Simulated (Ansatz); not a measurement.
Program: Ansatz. Geometries: PBE0-D4/def2-TZVP. ΔE: electronic, gas phase. CCSD(T)/CBS is the MP2 limit (def2-TZVPP, def2-QZVPP) plus CCSD(T) − MP2 in def2-TZVPP, frozen cores. Functionals use def2-TZVPP. B3LYP here is the variant with VWN-RPA as its local correlation; programs differ in this. For Ti outer-core shells are correlated without core-valence functions, which leaves a few kJ/mol of doubt a bond. Scalar relativity is left out up to krypton. Each species was taken in one conformer, which may not be the lowest.

`[NH2][Ti]([OH])([OH])[F]` + `C[Si](N)(Cl)Cl` → `[NH2][Ti]([OH])([F])[Cl]` + `C[Si](N)(O)Cl`  (redistribution)

`[NH2][Ti]([OH])([OH])[F]`:

Cartesian coordinates in Å:
```
N -0.477 -0.868 -1.223
Ti -0.062 -0.019 0.394
O -1.027 1.487 0.466
O 1.709 0.229 0.449
F -0.494 -1.049 1.777
H 0.126 -1.526 -1.695
H -1.329 -0.719 -1.744
H -0.836 2.425 0.479
H 2.389 0.039 1.096
```

`C[Si](N)(Cl)Cl`:

```xyz
10

C     0.545    1.022    0.837
Si    0.079   -0.572    0.034
N    -0.811   -0.320   -1.389
Cl    1.734   -1.651   -0.512
Cl   -0.916   -1.711    1.443
H    -0.352    1.590    1.099
H     1.154    1.621    0.158
H     1.108    0.838    1.753
H    -0.900   -1.067   -2.059
H    -1.642    0.251   -1.364
```

`[NH2][Ti]([OH])([F])[Cl]`:

```xyz
8

N     0.929    0.366   -1.016
Ti   -0.513    0.012    0.096
O     0.160   -0.455    1.659
F    -1.555    1.428    0.149
Cl   -1.725   -1.648   -0.739
H     1.882    0.097   -0.815
H     0.860    0.826   -1.914
H    -0.038   -0.626    2.579
```

`C[Si](N)(O)Cl`:

```xyz
11

C    -0.501    0.384    1.358
Si    0.320    0.038   -0.262
N    -0.782   -0.674   -1.333
O     1.598   -0.982   -0.177
Cl    1.106    1.854   -0.929
H    -1.366    1.038    1.226
H     0.190    0.880    2.041
H    -0.837   -0.549    1.816
H    -0.464   -1.072   -2.201
H    -1.730   -0.343   -1.398
H     2.465   -0.575   -0.142
```

```json
{"level": "revPBE-D4", "ΔE (kJ/mol)": "-37.1"}
{"level": "r2SCAN", "ΔE (kJ/mol)": "-47.2"}
{"level": "B3LYP", "ΔE (kJ/mol)": "-46.5"}
{"level": "MP2/def2-SVP", "ΔE (kJ/mol)": "-36.3"}
{"level": "SCS-MP2/def2-TZVPP", "ΔE (kJ/mol)": "-46.6"}
{"level": "CCSD/def2-TZVPP", "ΔE (kJ/mol)": "-44.3"}
{"level": "CCSD(T)/def2-TZVPP", "ΔE (kJ/mol)": "-46.6"}
{"level": "SCS-MP2/def2-QZVPP", "ΔE (kJ/mol)": "-46.1"}
```

Problem. What does CCSD(T)/CBS give? (Best estimate.)

Solution. Ansatz gave: -44.9 kJ/mol. The listed levels differ from it by 7.8, -2.3, -1.6, 8.6, -1.7, 0.6, -1.7, -1.2 kJ/mol.

Largest T1 diagnostic among the species: 0.024, so the coupled-cluster value is less sure than usual.

From BLYP to BHLYP (50 % exact exchange), in def2-TZVPP and without D4, ΔE moves by −5.5 kJ/mol. Leaving LDA and LC-ωPBE aside and taking each functional with its dispersion term where it has one, the values, not all of them listed here, spread over 12.2 kJ/mol, from B97M-V to revPBE-D4. LDA lies −3.4 kJ/mol from PBE without D4. In def2-TZVPP, CCSD(T) changes the Hartree–Fock value by +4.5 kJ/mol (the triples alone add −2.3 kJ/mol) and MP2 by +3.8 kJ/mol.
